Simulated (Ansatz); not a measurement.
```yaml
crystal:
  periodic: [false, false, false]
  atoms:
    - {symbol: C, position_ang: [-2.480285, -3.419368, -3.778087]}
    - {symbol: C, position_ang: [-1.688588, -0.660661, -3.610442]}
    - {symbol: P, position_ang: [-0.421024, 0.181279, -0.505500]}
    - {symbol: C, position_ang: [-3.224079, 0.293753, 1.516107]}
    - {symbol: C, position_ang: [-2.639901, 1.203754, 4.178305]}
    - {symbol: C, position_ang: [0.562028, 3.483185, -0.847269]}
    - {symbol: C, position_ang: [-1.451835, 5.361530, -1.662691]}
    - {symbol: Ag, position_ang: [2.735838, -2.417726, 0.950265]}
    - {symbol: O, position_ang: [5.318537, -4.858267, 2.203768]}
    - {symbol: C, position_ang: [7.758715, -4.207112, 2.871847]}
    - {symbol: H, position_ang: [-3.133886, -3.872487, -5.681879]}
    - {symbol: H, position_ang: [-4.020762, -3.853027, -2.475032]}
    - {symbol: H, position_ang: [-0.902877, -4.672212, -3.327471]}
    - {symbol: H, position_ang: [-0.186209, -0.264191, -4.975368]}
    - {symbol: H, position_ang: [-3.272154, 0.589526, -4.063271]}
    - {symbol: H, position_ang: [-3.972997, -1.631261, 1.571144]}
    - {symbol: H, position_ang: [-4.663939, 1.475025, 0.616152]}
    - {symbol: H, position_ang: [-1.179120, 0.037941, 5.055501]}
    - {symbol: H, position_ang: [-1.975350, 3.158161, 4.188413]}
    - {symbol: H, position_ang: [-4.324884, 1.114318, 5.365280]}
    - {symbol: H, position_ang: [1.389393, 4.027732, 0.966570]}
    - {symbol: H, position_ang: [2.137528, 3.454659, -2.186668]}
    - {symbol: H, position_ang: [-2.999814, 5.464582, -0.302216]}
    - {symbol: H, position_ang: [-2.254494, 4.881004, -3.501278]}
    - {symbol: H, position_ang: [-0.644225, 7.254537, -1.818530]}
    - {symbol: H, position_ang: [8.798635, -5.898584, 3.504909]}
    - {symbol: H, position_ang: [8.871604, -3.390805, 1.303928]}
    - {symbol: H, position_ang: [7.864108, -2.835267, 4.443553]}
basis:
  gaussian: {orbitals: def2-mTZVPP, fitting: {mean_field: cc-pVTZ-jkfit}}
magnetization: {spin_polarized: true, initial_magnetization: 2}
hamiltonian: {xc: {name: HSE06}}
scf: {lower_state_search: light}
output: {forces: true}
```

```sh
$ ansatz run in.yaml --threads 11 --pin off --events-out ev --progress --plain --max-ram 110592MiB --backend cuda --devices 0, --max-vram 75GiB
```

Question: How does Ansatz answer? (Estimate.)

Answer: The calculation gave: The program refused the input.
```
Functional definition: HSE06
Error: <dir> the basis set cc-pVTZ-JKFIT has no functions for Ag
```

HSE06 is defined as in plane-wave codes.
